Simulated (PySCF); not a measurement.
(E)-1-bromo-1-chloroprop-1-ene (C3H4BrCl), SMILES C/C=C(\Cl)Br. Atoms are numbered in the order given.

```xyz
9

C     -1.0944    -2.7007     0.0000
C     -1.1259    -1.2051     0.0000
C     -0.0571    -0.3963     0.0000
Cl     1.5841    -0.9658     0.0000
Br    -0.2245     1.4920     0.0000
H     -1.6188    -3.0955    -0.8866
H     -0.0652    -3.0827     0.0000
H     -1.6188    -3.0955     0.8866
H     -2.1032    -0.7134     0.0000
```
Charge 0, spin multiplicity 1.

Geometry optimised at TPSSh-D3(BJ)/def2-SVP.

Level of theory: PySCF with SMD-M06-2X/6-31G*.

Solvation free energies are E(SMD) − E(gas) at the gas-phase geometry, for 1 M in both phases. Bromine has the revised SMD18 radius of 2.60 Å. In vacuum the dipole moment is 2.12 D.

Problem. Rank water, acetone, n-hexane by solvation free energy, most negative first.

Solution. acetone (-5.0 kcal/mol), n-hexane (-4.4 kcal/mol), water (-0.6 kcal/mol)
